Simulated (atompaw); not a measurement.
**PBEsol PAW (atompaw) dataset for Pb, scalar-relativistic all-electron reference.**

| Property | Result |
| --- | --- |
| Element | Pb (Z = 82) |
| Generator | atompaw 4.2.0.5 |
| Type | PAW |
| Functional | PBEsol |
| Relativity | scalar-relativistic |
| Frozen core | [Xe] 4f14 5d10 |
| Valence charge | 4 |
| Reference configuration | 6s2 6p2 |
| Partial waves | 6s (bound): rc 2.45 bohr; 6s channel at 0.05 Ry: rc 2.45 bohr; 6p (bound): rc 2.45 bohr; 6p channel at 0.9 Ry: rc 2.45 bohr; 6d channel at 0.45 Ry: rc 2.45 bohr; 6d channel at 0.95 Ry: rc 2.45 bohr |
| Local potential | ultrasoft scheme with l = 3 at 1 Ry, radius 2.45 bohr |
| Core correction | smooth core density matched at 2.40 bohr |
| Augmentation charge | besselshape compensation charge, radius 1.95 bohr; PAW radius 2.45 bohr; waves and projectors: custom rrkj vanderbiltortho |

All-electron outer shells of the reference configuration (PBEsol, scalar-relativistic, ld1.x):

```
shell  level (eV)  outermost node (bohr)  outermost maximum (bohr)
   5p      -85.81                   0.49                      0.88
   5d      -21.16                   0.52                      1.07
   6s      -12.10                   1.01                      1.95
   6p       -3.52                   1.18                      2.63
```

(1) Estimate the cutoffs (Ry, on a coarse ladder) from which the occupation-weighted sum of valence levels, in a spherical-Bessel basis at the reference potential, stays within 10 and 1 mRy of its value at 400 Ry.

(2) Does the potential have ghost states?

(3) Is the overlap operator S = 1 + Σ q|β⟩⟨β| positive definite (Bessel basis up to 400 Ry)?

Answers

(1) 6 Ry and 6 Ry.

(2) Ghost state, extra bound levels that the all-electron valence spectrum of the same l lacks: d at -20.1 eV. A true bound ghost makes a file unfit for plane-wave use.

(3) Yes: its lowest eigenvalue is 0.30 (s channel).
